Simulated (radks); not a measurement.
Values are calculated unless marked as measured or tabulated.
All-electron atom: the nitrogen ion N3+ in [He] 2s2. Code: a radial shooting solver on a logarithmic mesh with Libxc functionals. Model: Dirac Kohn-Sham, Slater X-alpha with alpha = 0.667, spin-unpolarised, spherical densities, point nucleus.

Normalised radial functions P(r) = r R(r) (large component), r in bohr:

r         1s1/2    2s1/2
0.01181  0.3806   0.1058
0.01442  0.4564   0.1269
0.01761  0.5450   0.1514
0.02151  0.6477   0.1798
0.02628  0.7651   0.2121
0.03209  0.8972   0.2483
0.0392   1.0428   0.2878
0.0475   1.1927   0.3279
0.05801  1.3545   0.3700
0.07085  1.5141   0.4095
0.08654  1.6606   0.4421
0.1057   1.7798   0.4619
0.1291   1.8552   0.4615
0.1577   1.8701   0.4324
0.1926   1.8103   0.3656
0.2352   1.6690   0.2537
0.285    1.4608   0.1006
0.3482   1.1864  -0.1034
0.4252   0.8850  -0.3398
0.5194   0.5958  -0.5840
0.6344   0.3546  -0.8007
0.7748   0.1817  -0.9494
0.9464   0.0777  -0.9954
1.156    0.0266  -0.9243
1.412    0.0070  -0.7534
1.711    0.0014  -0.5394
2.089    0.0002  -0.3224
2.552    0.0000  -0.1578
3.117    0.0000  -0.0609
3.807    0.0000  -0.0177

1s1/2: eigenvalue -445.10 eV, 0 radial nodes, <r> = 0.230 bohr, 90 % of the charge inside 0.413 bohr. 2s1/2: eigenvalue -66.199 eV, 1 radial node at r = 0.316 bohr, <r> = 1.11 bohr, 90 % of the charge inside 1.72 bohr.
